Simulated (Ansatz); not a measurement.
`N[SiH](O)[SiH3]` + `[NH2][Al]1[NH][SiH2]1` → `N[SiH2][SiH](N)O` + `[NH]1[AlH][SiH2]1`  (redistribution)

Gas-phase electronic energies from Ansatz, PBE0-D4/def2-TZVP geometries. CCSD(T)/CBS adds triple-zeta CCSD(T) − MP2 to the extrapolated MP2 energy (def2 sets, frozen cores). Functionals use def2-TZVPP. One conformer a species, not always the lowest.

Question: Is it downhill or uphill in electronic energy at CCSD(T)/CBS, and by how much? (Best estimate.)

Answer: Ansatz gave: Uphill: ΔE = +47.9 kJ/mol.

Question: What do these levels give: PBE0-D4, ωB97M-V, PBE, r2SCANh, CCSD/def2-SVP, MP2/def2-QZVPP? (Estimate.)

Answer: Computed: PBE0-D4 45.4, ωB97M-V 45.6, PBE 47.1, r2SCANh 49.5, CCSD/def2-SVP 55.9, MP2/def2-QZVPP 49.2 kJ/mol.

Question: What do rigid-rotor, harmonic-oscillator terms from PBE0-D4/def2-TZVP frequencies (298.15 K, 1 bar) make of the CCSD(T)/CBS value? (Best estimate.)

Answer: The calculation gave: ΔZPE = +1.2 kJ/mol, ΔH = +47.3 kJ/mol, ΔS = -14 J/(mol·K), ΔG = +51.4 kJ/mol. Modes under 50 cm⁻¹ make the entropy rough.

Largest T1 diagnostic among the species: 0.015.

At CCSD(T), def2-SVP lies +7.0 kJ/mol from the extrapolated value and def2-TZVPP +1.2 kJ/mol. The D4 term adds −4.3 kJ/mol with B3LYP and −2.3 kJ/mol with PBE0; it sums over pairs of atoms, weighted by their polarisabilities, and B3LYP, whose exchange is more repulsive, gets the larger term.

B3LYP here is the variant with VWN-RPA as its local correlation; programs differ in this.
